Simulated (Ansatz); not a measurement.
`OC(O)Br` and `OC(O)[O][GeH3]` differ in one atom or group.

Ansatz, PBE0-D4/def2-TZVP geometries, multiplicity 1. Each molecule was computed in one conformer, which needn't be the lowest.

Scalar relativity is left out up to krypton.

```
                                      property  `OC(O)Br`
       HOMO–LUMO gap (ωB97M-V/def2-TZVPP) / eV      12.36
         LUMO energy (ωB97M-V/def2-TZVPP) / eV       2.04
size of the dipole moment (PBE/def2-TZVPP) / D       2.42
           LUMO energy (B3LYP/def2-TZVPP) / eV      -0.38
            HOMO energy (PBE0/def2-TZVPP) / eV      -8.04
             HOMO energy (PBE/def2-TZVPP) / eV      -6.65
```

(1) What does the change do to each property? (An estimate is asked.)

Results:

(1) Computed: 
```csv
property,`OC(O)[O][GeH3]`,shift
HOMO–LUMO gap (ωB97M-V/def2-TZVPP) / eV,12.76,0.40
LUMO energy (ωB97M-V/def2-TZVPP) / eV,2.13,0.09
size of the dipole moment (PBE/def2-TZVPP) / D,1.27,-1.15
LUMO energy (B3LYP/def2-TZVPP) / eV,0.14,0.52
HOMO energy (PBE0/def2-TZVPP) / eV,-8.26,-0.22
HOMO energy (PBE/def2-TZVPP) / eV,-6.71,-0.06
```

With PBE0 the HOMO falls by 0.22 eV and the LUMO rises by 0.47 eV, so the gap widens by about 0.69 eV. PBE moves the HOMO by -0.06 eV and ωB97M-V by -0.30 eV. Dipoles are sizes alone; their direction can turn.

B3LYP here is the variant with VWN-RPA as its local correlation; programs differ in this.

Spin–orbit coupling is left out; it splits and shifts lone-pair levels of the heavy atoms by tenths of an eV.
